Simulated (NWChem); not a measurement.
Molecule: CCuFO; SMILES [O+]#[C-]->[Cu][F]

```xyz
4

Cu     0.0000     0.0000     0.3557
F      0.0000     0.0000     2.0961
O      0.0000     0.0000    -2.5615
C      0.0000     0.0000    -1.4305
```
Atoms are numbered in this order, from 1.

Coordinates come from a PBE0/def2-SVP optimisation.

Q: List the 4 lowest vertical singlet excitations from PBE0/def2-SVPD, TDA (NWChem).

A: 
```json
[
 {"state": "S1", "energy (eV)": "4.10", "oscillator strength": "0.026", "leading excitation (squared amplitude)": "HOMO → LUMO+1 (0.98)"},
 {"state": "S2", "energy (eV)": "4.10", "oscillator strength": "0.026", "leading excitation (squared amplitude)": "HOMO → LUMO (0.98)"},
 {"state": "S3", "energy (eV)": "4.32", "oscillator strength": "0.000", "leading excitation (squared amplitude)": "HOMO−2 → LUMO+1 (0.46)"},
 {"state": "S4", "energy (eV)": "4.46", "oscillator strength": "0.000", "leading excitation (squared amplitude)": "HOMO−2 → LUMO+1 (0.47)"}
]
```
